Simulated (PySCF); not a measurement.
W(NH)2(Br)(SH) (BrH3N2SW), SMILES [NH]=[W](=[NH])([SH])[Br], multiplicity 1. Geometry: r2SCAN-D4/def2-SVP. The spin state was assumed, not searched. The def2 effective core potentials stand for the cores of W; spin–orbit coupling is left out. One conformer was computed; it need not be the lowest.

Computed equilibrium geometry at r2SCAN-D4/def2-SVP (PySCF confirms it by a frequency run) as Cartesian coordinates in Å (one conformer of several):
```xyz
8

W      0.0379    -0.4195    -0.1135
N     -1.4337    -1.3678    -0.2185
H     -2.0704    -2.0566    -0.6144
N      1.1666    -0.8198    -1.3927
H      1.4775    -1.3135    -2.2277
Br    -0.5484     1.9581    -0.2684
S      1.1744    -1.0991     1.8324
H      0.0598    -1.2195     2.5939
```
Charge 0, spin multiplicity 1.
